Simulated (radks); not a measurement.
Results of a calculation; reference values are marked as such.
Problem. Radial electron density D(r) = 4 pi r^2 rho(r) of an atom or ion with 19 electrons. Code: a radial shooting solver on a logarithmic mesh with Libxc functionals. Model: scalar-relativistic Kohn-Sham, LDA (Slater exchange, Perdew-Wang correlation), spin-polarised, spherical densities, point nucleus.

| r (bohr) | D(r) (e/bohr) | spin D(r) |
|---|---|---|
| 0.001029 | 2.375 | 0.0108 |
| 0.00116 | 2.916 | 0.0133 |
| 0.001308 | 3.574 | 0.0162 |
| 0.001463 | 4.313 | 0.0196 |
| 0.00165 | 5.264 | 0.0238 |
| 0.00186 | 6.407 | 0.0290 |
| 0.002097 | 7.776 | 0.0350 |
| 0.002365 | 9.406 | 0.0423 |
| 0.002666 | 11.33 | 0.0508 |
| 0.003006 | 13.60 | 0.0606 |
| 0.003362 | 16.05 | 0.0712 |
| 0.003791 | 19.08 | 0.0841 |
| 0.004274 | 22.53 | 0.0986 |
| 0.004819 | 26.43 | 0.115 |
| 0.005434 | 30.78 | 0.132 |
| 0.006127 | 35.53 | 0.150 |
| 0.006908 | 40.62 | 0.168 |
| 0.007726 | 45.59 | 0.185 |
| 0.008711 | 51.00 | 0.201 |
| 0.009822 | 56.30 | 0.214 |
| 0.01107 | 61.25 | 0.221 |
| 0.01249 | 65.57 | 0.222 |
| 0.01408 | 68.98 | 0.213 |
| 0.01587 | 71.22 | 0.195 |
| 0.01775 | 72.12 | 0.168 |
| 0.02002 | 71.79 | 0.130 |
| 0.02257 | 70.27 | 0.0870 |
| 0.02545 | 67.96 | 0.0438 |
| 0.02869 | 65.49 | 0.0100 |
| 0.03235 | 63.66 | -0.00321 |
| 0.03648 | 63.28 | 0.0154 |
| 0.0408 | 64.81 | 0.0690 |
| 0.046 | 68.67 | 0.166 |
| 0.05186 | 74.43 | 0.294 |
| 0.05848 | 80.96 | 0.429 |
| 0.06593 | 86.50 | 0.532 |
| 0.07434 | 89.04 | 0.563 |
| 0.08382 | 86.92 | 0.496 |
| 0.09375 | 80.21 | 0.349 |
| 0.1057 | 68.78 | 0.153 |
| 0.1192 | 55.35 | 0.0133 |
| 0.1344 | 43.25 | 0.0375 |
| 0.1515 | 35.47 | 0.279 |
| 0.1708 | 33.28 | 0.676 |
| 0.1926 | 35.51 | 1.04 |
| 0.2154 | 38.80 | 1.14 |
| 0.2429 | 40.19 | 0.874 |
| 0.2739 | 37.23 | 0.368 |
| 0.3088 | 30.22 | 0.00773 |
| 0.3482 | 21.51 | 0.195 |
| 0.3925 | 13.79 | 1.01 |
| 0.4426 | 8.486 | 2.08 |
| 0.495 | 5.583 | 2.76 |
| 0.5582 | 3.730 | 2.77 |
| 0.6293 | 2.391 | 2.13 |
| 0.7096 | 1.325 | 1.27 |
| 0.8 | 0.5913 | 0.583 |
| 0.902 | 0.2037 | 0.203 |
| 1.017 | 0.05243 | 0.0524 |
| 1.138 | 0.01104 | 0.0110 |
| 1.283 | 0.001475 | 0.00147 |
| 1.446 | 0.0001328 | 0.000133 |

What is the nuclear charge?

Solution. Z = 55. The innermost maximum, from 1s, lies near gamma/Z bohr with gamma = sqrt(1 - (Z/c)^2) = 0.916, here 0.0167 bohr (found: 0.0183), and its height grows with Z. The density is that of the caesium ion Cs36+ in [Ar] 4s1; the configuration itself is not fixed sharply by these data, and Z only to a few units. D(r) has 3 maxima, at r = 0.0183, 0.0749, 0.239 bohr, and minima at 0.0353, 0.169 bohr, inside which lie 1.98, 10.39 electrons.
